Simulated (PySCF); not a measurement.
# [Nd(H2O)4]3+ relaxed at several levels

Computed with PySCF 2.14.0, def2-SVP on the ligands, density fitting, scalar-relativistic core potentials, no spin-orbit coupling, vacuum. Each row is relaxed at its own level from the same template. Distances are means of the shortest metal–ligand contacts, charges and spins Mulliken's; removal energies are rigid, with the ligand's formal charge and no counterpoise, so too large; for an anion taken off a cation in vacuum most of it is the attraction of opposite charges, and multiply charged cations can part far more cheaply with an electron moved from ligand to metal. lcecp potentials hold a fixed number of 4f electrons in the core, out of states, spins and gaps.

```json
{"level": "PBE", "basis on the metal": "lcecp-1-SVP with ECP49", "point group": "S4", "M–H2O (Å)": "2.359", "charge on M (e)": "1.62", "removal of one H2O (eV)": "3.30", "strongest infrared band, degenerate modes summed (cm⁻¹)": "3488", "unstable modes (below −25 cm⁻¹)": "0"}
{"level": "r2SCAN", "basis on the metal": "lcecp-1-SVP with ECP49", "point group": "S4", "M–H2O (Å)": "2.366", "charge on M (e)": "1.78", "removal of one H2O (eV)": "3.24", "strongest infrared band, degenerate modes summed (cm⁻¹)": "–", "unstable modes (below −25 cm⁻¹)": "not given"}
```

Question: What does the calculation give for PBE0, lcecp-1-SVP with ECP49?

Answer: point group: S4, M–H2O (Å): 2.354, charge on M (e): 1.80, removal of one H2O (eV): 3.24, strongest infrared band, degenerate modes summed (cm⁻¹): 3629, unstable modes (below −25 cm⁻¹): 0.
```xyz
13

Nd    0.0000    0.0000    0.0000
O     1.4064    1.3660    1.3026
H     2.2070    1.1066    1.8113
H     1.3420    2.3343    1.4617
O    -1.4064   -1.3026    1.3660
H    -1.3420   -1.4617    2.3343
H    -2.2070   -1.8112    1.1065
O     1.4064   -1.3660   -1.3026
H     1.3420   -2.3343   -1.4617
H     2.2070   -1.1066   -1.8113
O    -1.4064    1.3026   -1.3660
H    -2.2070    1.8112   -1.1065
H    -1.3420    1.4617   -2.3343
```

Moved off a saddle point of the template and relaxed again: PBE, PBE0, r2SCAN. One start shape was tried for each, so a minimum needn't be the lowest isomer.
